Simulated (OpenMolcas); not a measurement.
# As V: effect of the active space

- Program: OpenMolcas
- Method: CASSCF
- Basis: ANO-R3
- Scalar Hamiltonian: X2C, finite nucleus
- Spin-orbit coupling: state interaction with AMFI integrals over the reference wave functions, term energies averaged over their components

A. 1 electron in 4 orbitals (4s 4p); 2S+1 = 2 even, 1 root; 2S+1 = 2 odd, 3 roots; cost about 10 core-seconds
B. 1 electron in 8 orbitals (4s 4p 5s 5p); 2S+1 = 2 even, 1 root; 2S+1 = 2 odd, 3 roots; cost of the order of 14 core-seconds

Energies in cm-1 above 4s 2S 1/2.

```
     Level      A      B
 4s 2S 1/2    0.0    0.0
4p 2P* 1/2  95868  95868
4p 2P* 3/2  99321  99321
```

Between A and B no level of the table moves by more than 5 cm-1.

With one active electron the reference holds no correlation, so core polarisation is missing. With one active electron outside closed inactive shells, the extra shells (5p 5s) add no correlation to the reference (holds for B). Levels of configurations outside the active space are missing.

* marks odd parity.
